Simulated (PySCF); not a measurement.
Problem. Give a PBE0-D3(BJ)/def2-SVP geometry of InMe2F (`[CH3][In]([CH3])[F]`).

Solution. 
Z-matrix in Å and degrees, rows numbered from 1:
```
In
C   1  2.1454
H   2  1.0999  1  110.04
H   2  1.0996  1  110.49  3  -119.74
H   2  1.0983  1  108.83  3   119.86
C   1  2.1460  2  140.73  3    64.54
H   6  1.0999  1  109.93  2    65.27
H   6  1.0996  1  110.53  2   -54.40
H   6  1.0983  1  108.93  2  -174.92
F   1  1.9843  2  109.51  3  -115.56
```

The 4 heavy atoms lie in one plane (0.000 Å rms). In1 (indium bonded to 2 C and F) is planar (angles 140.7°, 109.8° and 109.5°, sum 360.0°, 0.00 Å off the plane of its three neighbours).

Computed with PBE0-D3(BJ)/def2-SVP geometry optimisation, gas phase, def2 core potentials past Kr (PySCF).

Point group: near C2v, missed by 0.19 Å at most; the miss may be what the optimiser left on a soft mode (C2 holds within 0.08 Å). No PBE0-D3(BJ)/def2-SVP frequencies stand behind this structure, so it isn't proved a minimum.

The run took 40 s wall on x86-64 server, one thread, no GPU, on a shared host. These figures are those of the optimisation.
